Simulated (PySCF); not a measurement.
NMR data sheet: C7H4FN

- Formula: C7H4FN
- SMILES: N#Cc1cccc(F)c1
- InChI: InChI=1S/C7H4FN/c8-7-3-1-2-6(4-7)5-9/h1-4H
- Point group of the computed structure: Cs
- Degrees of unsaturation: 6
- Carbon signals: 7
- Proton signals: 4

Numbering as in the mapped SMILES `[N:1]#[C:2][c:3]1[cH:4][cH:5][cH:6][c:7]([F:8])[cH:9]1` (H(Xn): hydrogen on atom n).

Level of theory: PBE0-D3(BJ)/def2-SVP geometry, GIAO HF/pcSseg-1 shieldings, B3LYP/pcJ-1 coupling constants (spin–dipole term only in couplings to heteroatoms), in PySCF 2.14 (relativity neglected, a single conformation, isolated molecule).

Referencing at the same level of theory: TMS for 1H (σ = 31.69 ppm) and 13C (σ = 190.85 ppm); 19F (σ = 246.35 ppm) vs CFCl3; 15N (σ = 265.72 ppm) against NH3.

```tsv
carbon	δC, type	δH (multiplicity, J in Hz)	HMBC from (abs. J ≥ 3 Hz)	span of the C tensor (ppm)
C2	123.1, C	–	H(C9), H(C4)	375
C3	122.4, C	–	H(C5)	228
C4	137.5, CH	7.75 (m)	H(C9), H(C6)	242
C5	137.8, CH	7.69 (m)	–	247
C6	128.0, CH	7.65 (m)	H(C9), H(C4)	209
C7	167.6, C	–	H(C9), H(C5), H(C6)	194
C9	129.2, CH	7.78 (ddd, 8.6, 2.5, 1.2)	H(C4), H(C6)	203
```

Other nuclei:
| atoms | nucleus | environment | δ (ppm) | σ (ppm) |
| --- | --- | --- | --- | --- |
| F8 | 19F | aryl fluorine | -94.7 | 341.0 |
| N1 | 15N | nitrile nitrogen | 329.4 | -63.7 |

Selected couplings (Hz, signed; the shortest-range and largest first, 30 at most; isotopes 13C, 19F, 1H): 1J(C7,F8) -320.0, 1J(C4,H(C4)) 175.9, 1J(C9,H(C9)) 175.7, 1J(C6,H(C6)) 172.5, 1J(C5,H(C5)) 172.2, 2J(F8,C9) 21.6, 2J(C6,F8) 18.8, 3J(H(C5),H(C6)) 9.5, 3J(H(C4),H(C5)) 8.7, 3J(F8,H(C9)) 8.6, 3J(F8,H(C6)) 8.4, 3J(C3,F8) 6.0, 3J(C5,F8) 5.5, 4J(C4,F8) 6.8, 4J(F8,H(C5)) 5.0, 4J(C2,F8) 3.2, 4J(H(C6),H(C9)) 2.5, 4J(H(C4),H(C9)) 1.2.

1. Carbon types of the structure: 3 × C, 4 × CH, which accounts for all hydrogens.
2. δC 167.6: aromatic carbon bearing fluorine; σ withdrawal by the attached heteroatom moves it downfield of the ring CH carbons.
3. δC 137.8, 137.5, 129.2, 128.0: aromatic CH; the aromatic region.
4. δC 123.1: nitrile carbon; this is the usual window of a C≡N carbon, which has no attached hydrogen.
5. δC 122.4: substituted aromatic carbon.
6. δH 7.78, 7.75, 7.69, 7.65: hydrogen on an aromatic CH; it sits in the deshielding region of the aromatic ring current.

C–F couplings over four or more bonds (about 3 Hz to the para carbon of a fluoroarene) are left out. Common functionals overestimate the size of one-bond C–F couplings by tens of Hz; these are unscaled. Multiplet labels drop couplings under 1 Hz and merge nearly equal ones. Unscaled 3J(H,H) at this level run about 10 % above measured values. Shifts are as computed. Against solution values, carbons near 30 ppm lie about -0 ppm off and those near 130 ppm about +7 ppm. Of 1211 compounds with measured shifts, 218 miss one by over three times the rms of a fit or turn the order of signals round; such compounds aren't used in these exercises. Unscaled 19F shifts against computed CFCl3 carry errors that often reach 10 to 50 ppm. Experimental scales use liquid or dissolved standards, which lie at an offset from isolated NH3 (liquid NH3: subtract about 20 ppm). Unscaled 15N shifts of sp2 nitrogen come out 20 to 40 ppm too high even then.
